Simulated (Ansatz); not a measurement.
Computed with frozen-core CCSD(T)/cc-pVTZ // B3LYP-D3(BJ)/def2-TZVP run with Ansatz (a quantum-chemistry and plane-wave program).

Ansatz 0.2 input:
```yaml
crystal:
  periodic: [false, false, false]
  atoms:
    - { symbol: Br, position_ang: [1.848309, -0.864825, -0.123142] }
    - { symbol: Si, position_ang: [-0.001919, 0.227114, 0.486278] }
    - { symbol: Br, position_ang: [-1.836749, -0.888635, -0.1266] }
    - { symbol: H, position_ang: [-0.00964, 1.526346, -0.236535] }
basis:
  gaussian: { orbitals: cc-pVTZ }
correlation:
  method: ccsd_t
magnetization:
  spin_polarized: true
  initial_magnetization: 1
```

Output:

```
Functional definition: HF
849 factors; integrals over basis functions are off by at most 7.4e-4 eV
mean field evaluation 1: about -147879.4099 eV, gradient 1.1e1 eV
mean field evaluation 2: about -147879.4155 eV, gradient 1.1e1 eV
mean field evaluation 4: about -147880.6110 eV, gradient 2.0e0 eV
mean field evaluation 8: about -147880.6903 eV, gradient 3.1e-3 eV
mean field evaluation 16: about -147880.6798 eV, gradient 2.5e-1 eV
mean field -147880.69025769 eV, -5434.5151298382 hartree, gradient 7.3e-6 eV, S^2 0.756390; 0 other end points of the search recorded, 0 dependent functions left out
23 core orbitals not correlated
reference -147880.69025769 eV, -5434.5151298382 hartree; 20, 19 occupied and 91, 92 virtual orbitals, 849 factors
second order -14.78048860 eV of doubles, -0.00000000 eV of singles
cycle   1  -15.13048403 eV  change   -3.5e-1 eV  update   8.2e-2
cycle   2  -15.50601516 eV  change   -3.8e-1 eV  update   2.5e-2
cycle   3  -15.56602970 eV  change   -6.0e-2 eV  update   1.4e-2
cycle   4  -15.55326303 eV  change    1.3e-2 eV  update   5.4e-3
cycle   5  -15.55505761 eV  change   -1.8e-3 eV  update   2.6e-3
cycle   6  -15.55529637 eV  change   -2.4e-4 eV  update   9.9e-4
cycle   7  -15.55541506 eV  change   -1.2e-4 eV  update   3.6e-4
cycle   8  -15.55557109 eV  change   -1.6e-4 eV  update   1.3e-4
cycle   9  -15.55553527 eV  change    3.6e-5 eV  update   5.2e-5
cycle  10  -15.55551444 eV  change    2.1e-5 eV  update   2.1e-5
perturbative correction -0.62962620 eV, -0.0231383361 hartree
Total energy: -147896.87539833 eV, -5435.1099227861 hartree
```

Cost: about 4 core-minutes (a rough figure).
